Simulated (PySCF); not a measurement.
## C₆ coefficients of unlike pairs at r2SCANh

Calculated with PySCF 2.14 from the dipole response of each species, C₆(A,B) = (3/π) ∫ α_A(iu) α_B(iu) du, in atomic units, from isotropic polarisabilities. For ions this is the dispersion term alone; charge-induced terms of lower order in 1/R come first.

| species | configuration | basis | relativity | α (bohr³) | C₆ (like pair) |
| --- | --- | --- | --- | --- | --- |
| In⁺ | [Kr] 4d10 5s2 (1S) | aug-cc-pwCVTZ-DK3 with one added diffuse shell each of s, p, d, f type (11s10p8d5f1g) | spin-free X2C | 25.53 | 184.5 |
| Zn³⁺ | [Ar] 3d9 (2D) | aug-cc-pVTZ-PP with ECP10MDF (6s6p5d3f2g) | core potential | 1.440 | 3.235 |
| Mo²⁺ | [Kr] 4d4 (5D) | aug-cc-pVTZ-DK (9s8p6d3f2g) | spin-free X2C | 10.03 | 54.20 |
| Ne³⁺ | [He] 2s2 2p3 (4S) | x2c-TZVPPall with one added diffuse shell each of s, p, d type (6s4p3d1f) | spin-free X2C | 0.7053 | 0.6270 |

Task: Estimate C₆ for Ne³⁺ with Zn³⁺.

Result: The integral gives 1.420. The combination rule 2 C_A C_B / (C_A α_B/α_A + C_B α_A/α_B) gives 1.416 and the geometric mean 1.424.

No spin-orbit coupling is included.

The other pairs:

| pair | C₆ |
| --- | --- |
| Zn³⁺, In⁺ | 19.50 |
| Mo²⁺, Zn³⁺ | 12.01 |
| Ne³⁺, In⁺ | 8.984 |
| Mo²⁺, In⁺ | 96.34 |
| Ne³⁺, Mo²⁺ | 5.450 |
